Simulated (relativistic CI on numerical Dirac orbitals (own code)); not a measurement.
# Transition arrays of Pd25+

These numbers are calculated, not measured: Dirac-Coulomb-Breit CI, separate exchange-only KLI orbitals for each configuration, a model potential for QED, valence Slater integrals scaled by 0.9, whole transition arrays (own radial code, finite nucleus).

CI space (outside the closed core [Ne] 3s2): 3p6.3d3, 3p6.3d2.4f, 3p5.3d4, 3p6.3d2.4p, 3p6.3d2.5f. Levels of other configurations are missing.

All E1 lines from the levels of 3p6.3d3; mean and standard deviation are weighted by gf, and upper levels are sorted by their leading configuration.

| Upper configuration | Lines | Σgf | Mean (eV) | Mean (nm) | σ (eV) | Strongest line (nm) |
| --- | --- | --- | --- | --- | --- | --- |
| 3p6.3d2.4f | 721 | 294.9 | 690.54 | 1.795 | 6.08 | 1.784 |
| 3p5.3d4 | 1718 | 149.1 | 198.75 | 6.238 | 17.06 | 5.934 |
| 3p6.3d2.4p | 466 | 12.9 | 562.49 | 2.204 | 5.78 | 2.201 |
| 3p6.3d2.5f | 721 | 80.5 | 905.06 | 1.370 | 6.44 | 1.365 |

Σgf per state of the lower configuration in bins of 0.2 nm over the central range (centre: value): 1.3: 0.67, 1.7: 1.68, 1.9: 0.77, 2.1: 0.04, 2.3: 0.06, 5.5: 0.03, 5.7: 0.24, 5.9: 0.26, 6.1: 0.16, 6.3: 0.15, 6.5: 0.08, 6.7: 0.07, 6.9: 0.06, 7.1: 0.06.

(1) How do configuration mixing and the scaling of the Slater integrals move the arrays?

## Answers

(1) Slater scale 0.9, no configuration mixing: 3p6.3d2.4f 690.4 ± 6.0 eV (Σgf 284.2), 3p5.3d4 198.9 ± 17.0 eV (Σgf 155.0), 3p6.3d2.4p 562.6 ± 5.7 eV (Σgf 13.2), 3p6.3d2.5f 904.9 ± 6.4 eV (Σgf 67.6); Slater scale 1: 3p6.3d2.4f 691.2 ± 6.6 eV (Σgf 297.0), 3p5.3d4 201.6 ± 17.9 eV (Σgf 150.5), 3p6.3d2.4p 562.5 ± 6.3 eV (Σgf 12.9), 3p6.3d2.5f 905.3 ± 7.0 eV (Σgf 81.1); Slater scale 0.8: 3p6.3d2.4f 689.9 ± 5.6 eV (Σgf 292.8), 3p5.3d4 195.9 ± 16.3 eV (Σgf 147.7), 3p6.3d2.4p 562.4 ± 5.3 eV (Σgf 12.9), 3p6.3d2.5f 904.8 ± 5.9 eV (Σgf 79.8). With mixing, levels are counted to their leading configuration, so an array can shrink or vanish into another, and the sums then hold other lines.
